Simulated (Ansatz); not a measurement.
Calculated with Ansatz (gas phase, PBE0-D4/def2-TZVP geometries, no zero-point term in ΔE). CBS: MP2 limit from def2 TZ/QZ plus the TZ coupled-cluster correction, frozen cores. This one scheme is used for every species. DFT in def2-TZVPP. B3LYP here is the variant with VWN-RPA as its local correlation; programs differ in this. Each species was taken in one conformer, which may not be the lowest.

Reaction (ligand exchange at the Si–N bond): `CN[Si](F)(F)NC` + CH₃OH → `CN[Si](F)(F)OC` + CH₃NH₂

| level | ΔE (kJ/mol) | difference from CCSD(T)/CBS |
| --- | --- | --- |
| PBE-D4 | -32.1 | 6.0 |
| r2SCAN-D4 | -38.8 | -0.7 |
| PBE0-D4 | -33.8 | 4.3 |
| B3LYP-D4 | -38.0 | 0.1 |
| ωB97X-V | -38.0 | 0.1 |
| ωB97M-V | -37.4 | 0.7 |
| B2PLYP | -40.8 | -2.7 |
| PBE | -34.1 | 4.0 |
| r2SCAN | -39.5 | -1.4 |
| PBE0 | -35.7 | 2.4 |
| B3LYP | -41.1 | -3.0 |
| HF/def2-TZVPP | -49.3 | -11.2 |
| MP2/def2-TZVPP | -37.8 | 0.3 |
| SCS-MP2/def2-TZVPP | -40.1 | -2.0 |
| CCSD/def2-TZVPP | -40.0 | -1.9 |
| CCSD(T)/def2-TZVPP | -38.7 | -0.6 |
| HF/def2-QZVPP | -50.4 | -12.3 |
| MP2/def2-QZVPP | -37.8 | 0.3 |
| SCS-MP2/def2-QZVPP | -40.1 | -2.0 |
| HF/CBS(def2) | -50.5 | -12.4 |
| MP2/CBS(def2) | -37.2 | 0.9 |
| CCSD/CBS(def2) | -39.4 | -1.3 |
| CCSD(T)/CBS | -38.1 | 0 |

Largest T1 diagnostic among the species: 0.011.

The D4 term adds +3.1 kJ/mol with B3LYP and +1.8 kJ/mol with PBE0; it sums over pairs of atoms, weighted by their polarisabilities, and B3LYP, whose exchange is more repulsive, gets the larger term. In def2-TZVPP, CCSD(T) changes the Hartree–Fock value by +10.7 kJ/mol (the triples alone add +1.3 kJ/mol) and MP2 by +11.6 kJ/mol.
